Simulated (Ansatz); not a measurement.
Relaxation of CH$_{9}$GaOSi (13 atoms, charge 0, multiplicity 1), to a largest force component of 0.03 eV/Å in at most 50 steps.

The calculation used Ansatz 0.2.0, RKS PBE0-D4/def2-SVP.

```xyz
13
Properties=species:S:1:pos:R:3:forces:R:3
Ga -1.849 -0.063 -0.489 0.61 0.80 0.39
Si 1.090 -1.704 0.863 0.61 -0.72 0.25
H -1.570 -0.460 -1.978 0.00 0.00 0.00
H -2.877 -0.617 0.538 -0.01 0.00 0.00
H 0.142 -0.660 0.509 -0.48 0.46 -0.21
O -0.869 1.352 0.173 -0.74 -0.52 -0.42
C 0.189 1.943 -0.504 0.02 0.00 0.02
H 2.097 -1.132 1.803 -0.01 0.00 -0.01
H 0.352 -2.823 1.521 0.02 0.00 0.00
H 1.766 -2.211 -0.367 0.00 0.00 0.00
H 1.128 1.353 -0.410 -0.03 0.01 0.01
H 0.005 2.085 -1.587 0.01 -0.01 -0.01
H 0.395 2.939 -0.072 0.00 -0.01 -0.02
```

Where does it end, and by what steps?

The run converged. The force dipped under the threshold on the way, but the program's further checks kept it going. After 31 steps the energy has fallen by 0.156 eV; H13 moved furthest, 1.35 Å.

| step | energy less start (eV) | largest force component (eV/Å) | accepted |
| --- | --- | --- | --- |
| 0 | 0.0000 | 0.799 | yes |
| 2 | -0.1047 | 0.233 | yes |
| 4 | -0.1194 | 0.087 | yes |
| 6 | -0.1230 | 0.121 | yes |
| 8 | -0.1271 | 0.124 | yes |
| 10 | -0.1296 | 0.124 | yes |
| 12 | -0.1339 | 0.057 | yes |
| 14 | -0.1358 | 0.049 | yes |
| 16 | -0.1382 | 0.144 | yes |
| 18 | -0.1428 | 0.038 | yes |
| 20 | -0.1444 | 0.244 | no |
| 22 | -0.1477 | 0.013 | yes |
| 24 | -0.1500 | 0.161 | yes |
| 26 | -0.1534 | 0.030 | yes |
| 28 | -0.1548 | 0.053 | yes |
| 30 | -0.1556 | 0.016 | yes |
| 31 | -0.1560 | 0.026 | yes |

```xyz
13
Properties=species:S:1:pos:R:3
Ga -1.519 0.014 -0.053
Si 1.022 -2.040 0.817
H -1.050 -0.796 -1.316
H -2.572 -0.361 1.029
H 0.170 -0.857 1.203
O -0.903 1.689 0.066
C 0.042 2.258 -0.785
H 1.835 -2.410 2.011
H 0.122 -3.163 0.428
H 1.900 -1.644 -0.320
H 0.985 2.466 -0.246
H 0.295 1.621 -1.656
H -0.326 3.222 -1.179
```

Whether the end is a true minimum wasn't checked by a vibrational analysis.

Time of the run: 120 s on 4 threads of Arm Neoverse N1, with other jobs on the host, peak memory 0.32 GiB.
